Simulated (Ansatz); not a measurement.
Start from `[OH][GeH]([SiH3])[SiH3]` and change one atom or group to get `[OH][GeH]([SiH3])[SH]`.

Ansatz, PBE0-D4/def2-TZVP geometries, multiplicity 1. Each molecule was computed in one conformer, which needn't be the lowest.

Scalar relativity is left out up to krypton.

| property | `[OH][GeH]([SiH3])[SiH3]` |
| --- | --- |
| size of the dipole moment (B3LYP/def2-TZVPP) / D | 1.17 |
| LUMO energy (ωB97M-V/def2-TZVPP) / eV | 1.07 |
| size of the dipole moment (PBE/def2-TZVPP) / D | 1.07 |
| LUMO energy (PBE/def2-TZVPP) / eV | -1.50 |
| size of the dipole moment (ωB97M-V/def2-TZVPP) / D | 1.20 |
| HOMO–LUMO gap (PBE0/def2-TZVPP) / eV | 6.90 |

(1) Give the same properties after the change, and the shifts. (Best estimate.)

Answers

(1) Computed: 
```tsv
property	`[OH][GeH]([SiH3])[SH]`	shift
size of the dipole moment (B3LYP/def2-TZVPP) / D	0.40	-0.77
LUMO energy (ωB97M-V/def2-TZVPP) / eV	1.50	0.43
size of the dipole moment (PBE/def2-TZVPP) / D	0.33	-0.74
LUMO energy (PBE/def2-TZVPP) / eV	-1.15	0.35
size of the dipole moment (ωB97M-V/def2-TZVPP) / D	0.44	-0.76
HOMO–LUMO gap (PBE0/def2-TZVPP) / eV	7.16	0.26
```

With PBE0 the HOMO rises by 0.14 eV and the LUMO rises by 0.40 eV, so the gap widens by about 0.26 eV. PBE moves the HOMO by 0.15 eV and ωB97M-V by 0.00 eV. Dipoles are sizes alone; their direction can turn.

B3LYP here is the variant with VWN-RPA as its local correlation; programs differ in this.
